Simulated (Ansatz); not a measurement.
Basis-set series for C₂H₃F₃GaN (`CC#[N+][Ga-]([F])([F])[F]`). The species carries charge 0 and has multiplicity 1. Geometry: relaxed with PBE0-D4/def2-TZVP.

```
functional       basis  functions  energy (Eh)  HOMO (eV)  LUMO (eV)
   PBE0-D4    def2-SVP        131  -2356.01925      -9.68      -1.23
   PBE0-D4  def2-QZVPP        521  -2356.86243     -10.13      -1.33
   ωB97M-V    def2-SVP        131  -2356.48164     -12.18       1.07
   ωB97M-V  def2-QZVPP        521  -2357.33389     -12.70       0.46
```

Q: Give the rows for def2-TZVPP. (Estimate.)

A: Ansatz gave: 
```tsv
functional	basis	functions	energy (Eh)	HOMO (eV)	LUMO (eV)
PBE0-D4	def2-TZVPP	276	-2356.79336	-10.05	-1.29
ωB97M-V	def2-TZVPP	276	-2357.26813	-12.60	0.96
```

Positive LUMOs are unbound and depend on the basis. Scalar relativity is left out up to krypton.
